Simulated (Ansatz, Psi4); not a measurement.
Interaction energy of BF3 ··· CH3Br (SMILES FB(F)F and CBr). Monomers: optimised at B3LYP-D3(BJ) (def2-TZVP), held rigid. Orientation: a higher rigid-body minimum at GFN2-xTB. The monomers approach along the line of their centres of mass (distance R); nothing else relaxes.

Geometry at R = 2.99 Å (first 4 atoms: monomer A):
```
9

F      1.1568    -0.6200     0.0896
B      0.0000     0.0001    -0.0002
F     -0.0416     1.3148    -0.0235
F     -1.1152    -0.6949    -0.0659
C     -1.5409     1.3765    -3.0447
Br    -0.1248     0.0294    -2.9378
H     -2.4670     0.8621    -3.2756
H     -1.2726     2.0738    -3.8303
H     -1.5964     1.8720    -2.0819
``` The table gives interaction energies.

| R / Å | A | B | C |
|---|---|---|---|
| 2.45 | 13.87 | 19.13 | 15.92 |
| 2.65 | 5.26 | 9.48 | 6.20 |
| 2.82 | 1.44 | 4.89 | 1.80 |
| 2.99 | -0.52 | 2.26 | -0.53 |
| 3.15 | -1.39 | 0.85 | -1.60 |
| 3.34 | -1.75 | -0.05 | -2.08 |
| 3.64 | -1.66 | -0.61 | -2.03 |
| 3.95 | -1.32 | -0.73 | -1.63 |
| 4.48 | -0.78 | -0.60 | -0.98 |
| 5.16 | -0.38 | -0.36 | -0.49 |
| 6.11 | -0.15 | -0.15 | -0.21 |
| 7.51 | -0.05 | -0.05 | -0.08 |

Energies in kcal/mol.

Task: Match the curves with the methods MP2 on RHF/aug-cc-pVDZ, cores with 3d frozen, counterpoise-corrected (Ansatz, an electronic-structure program); PBE/def2-TZVP, counterpoise-corrected run with Psi4; Psi4 with revPBE/def2-TZVP, counterpoise-corrected.

Result: A is PBE/def2-TZVP; B is revPBE/def2-TZVP; C is MP2/aug-cc-pVDZ.
